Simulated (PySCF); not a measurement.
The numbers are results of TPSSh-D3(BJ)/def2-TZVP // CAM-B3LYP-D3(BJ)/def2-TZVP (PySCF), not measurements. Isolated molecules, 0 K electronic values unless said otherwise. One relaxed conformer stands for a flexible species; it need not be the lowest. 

Reference species (SMILES): `[InH3]` (neutral, multiplicity 1).

The HOMO–LUMO gap is 5.47 eV and the HOMO is -7.64 eV.

Changed species: `[InH]([NH2])[NH2]` (whole molecule; the reference has whole molecule).

**Question.** Predict the effect on the HOMO–LUMO gap and HOMO.

**Answer.** the HOMO–LUMO gap drops by 0.29 eV, to 5.18 eV; the HOMO increases by 1.85 eV, to -5.79 eV.
